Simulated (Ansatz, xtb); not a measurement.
## Relative energy of two isomers of C2H7FSSi

Structure I is `C[Si](C)(F)S`, a singlet and structure II is `C[Si@@H](F)CS`, a singlet. Both are isolated molecules in the gas phase, relaxed with PBE-D3(BJ)/def2-SVP; the shapes shown needn't be the lowest conformers.

I (Å):

```xyz
12

C    -1.1738   -0.1521   -0.0107
C     0.4708   -1.6003    2.2442
F     1.4182    0.6693    0.8529
S     1.3941   -1.8807   -0.9522
Si    0.5081   -0.6854    0.6099
H    -1.0883    0.3794   -0.9795
H    -1.8407   -1.0263   -0.1510
H    -1.6493    0.5360    0.7176
H     1.4946   -1.8689    2.5744
H     0.0159   -0.9646    3.0317
H    -0.1211   -2.5333    2.1587
H     2.4523   -2.2695   -0.1867
```

II (Å):

| atom | x (Å) | y (Å) | z (Å) |
| --- | --- | --- | --- |
| C | -2.0402 | -0.0814 | 0.1228 |
| C | 0.8324 | -1.0848 | -0.4917 |
| F | -0.3917 | -1.3460 | 2.1001 |
| S | 1.0589 | 0.1180 | -1.8682 |
| Si | -0.3164 | -0.3289 | 0.8026 |
| H | -2.4973 | -1.0563 | -0.1433 |
| H | -2.6976 | 0.4204 | 0.8602 |
| H | -1.9933 | 0.5420 | -0.7926 |
| H | 0.2977 | 0.9552 | 1.2900 |
| H | 1.8095 | -1.4177 | -0.0855 |
| H | 0.3526 | -1.9708 | -0.9570 |
| H | 1.5735 | 1.1262 | -1.1073 |

Quicker runs give these differences E(II) − E(I): GFN2-xTB +16.5 kcal/mol; HF/STO-3G +24.4 kcal/mol (at GFN2-xTB geometries); r2SCAN-D4/def2-SVP +30.8 kcal/mol (at GFN2-xTB geometries).

Estimate E(II) − E(I) at the level CCSD(T)/def2-SVP + ΔMP2/def2-TZVPP.

Calculated at CCSD(T)/def2-SVP + ΔMP2/def2-TZVPP: E(II) − E(I) = +29.8 kcal/mol, so structure I lies lower.

How the difference moves with the method:

```json
{"level": "GFN2-xTB", "geometry": "GFN2-xTB", "E(II) − E(I) (kcal/mol)": "+16.5", "departure from the last row (kcal/mol)": "−13.3", "job, with rough time for the two": "optimisation, 0.2 s"}
{"level": "HF/STO-3G", "geometry": "GFN2-xTB", "E(II) − E(I) (kcal/mol)": "+24.4", "departure from the last row (kcal/mol)": "−5.5", "job, with rough time for the two": "single point, 0.54 s"}
{"level": "r2SCAN-D4/def2-SVP", "geometry": "GFN2-xTB", "E(II) − E(I) (kcal/mol)": "+30.8", "departure from the last row (kcal/mol)": "+1.0", "job, with rough time for the two": "single point, 3.5 s"}
{"level": "PBE-D3(BJ)/def2-SVP", "geometry": "PBE-D3(BJ)/def2-SVP", "E(II) − E(I) (kcal/mol)": "+29.7", "departure from the last row (kcal/mol)": "−0.1", "job, with rough time for the two": "optimisation, 29 s"}
{"level": "HF/def2-SVP", "geometry": "PBE-D3(BJ)/def2-SVP", "E(II) − E(I) (kcal/mol)": "+30.4", "departure from the last row (kcal/mol)": "+0.6", "job, with rough time for the two": "part of the CCSD(T) run"}
{"level": "MP2/def2-SVP", "geometry": "PBE-D3(BJ)/def2-SVP", "E(II) − E(I) (kcal/mol)": "+30.1", "departure from the last row (kcal/mol)": "+0.3", "job, with rough time for the two": "part of the CCSD(T) run"}
{"level": "CCSD(T)/def2-SVP", "geometry": "PBE-D3(BJ)/def2-SVP", "E(II) − E(I) (kcal/mol)": "+28.9", "departure from the last row (kcal/mol)": "−0.9", "job, with rough time for the two": "single point"}
{"level": "CCSD(T)/def2-SVP + ΔMP2/def2-TZVPP", "geometry": "PBE-D3(BJ)/def2-SVP", "E(II) − E(I) (kcal/mol)": "+29.8", "departure from the last row (kcal/mol)": "", "job, with rough time for the two": "single point, 43 s"}
```

As drawn, II has 1 C–S, 1 Si–H in place of 1 S–Si, 1 C–H.

The levels shown agree on the order. The largest departure from CCSD(T)/def2-SVP + ΔMP2/def2-TZVPP is that of GFN2-xTB, 13.3 kcal/mol. The last row adds to CCSD(T) the change of the MP2 difference between the two basis sets, here +0.9 kcal/mol.

With thermal terms from frequencies at re-optimised GFN2-xTB minima (ideal gas, soft modes damped towards free rotors, one conformer each, 298.15 K, 1 atm): on the last row, ΔE + ΔZPE = +28.6, ΔH = +28.2, ΔG = +29.2 kcal/mol.

The correlated steps freeze 13 core orbitals. Mirror images aren't counted in ΔG. Programs: Ansatz 0.2.0, xtb 6.7.1; the last row on 2 threads of Intel(R) Xeon(R) Platinum 8375C CPU @ 2.90GHz (Ice Lake) on a shared host.
